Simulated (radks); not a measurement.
Rb3+, 34 electrons, occupied as [Ar] 3d10 4s2 4p4. Method: scalar-relativistic Kohn-Sham, LDA (Slater exchange, Perdew-Wang correlation), spin-polarised, spherical densities, point nucleus; open shells are filled with parallel spins first (spin-orbit coupling, left out, can overturn this in heavy ions); computed with a radial shooting solver on a logarithmic mesh with Libxc functionals.

Radial electron density D(r) = 4 pi r^2 rho(r):

```
   r/bohr * D(r) (the largest magnitude, 55.3, reaches the edge; | marks zero)
 0.003389 |    *
 0.004413 |      *
 0.005747 |          *
 0.007483 |               *
 0.009666 |                     *
  0.01259 |                             *
  0.01639 |                                    *
  0.02117 |                                          *
  0.02757 |                                             *
   0.0359 |                                           *
  0.04637 |                                       *
  0.06038 |                                     *
  0.07862 |                                          *
   0.1024 |                                                   *
   0.1322 |                                                      *
   0.1722 |                                             *
   0.2242 |                                 *
   0.2896 |                               *
   0.3771 |                                     *
   0.4911 |                                   *
   0.6344 |                      *
    0.826 |          *
    1.076 |      *
    1.401 |    *
    1.809 |  *
    2.356 |*
    3.068 *
    3.963 *
     5.16 *
```

D(r) has 3 maxima, at r = 0.0282, 0.126, 0.412 bohr, and minima at 0.0580, 0.263 bohr, inside which lie 2.05, 11.04 electrons.
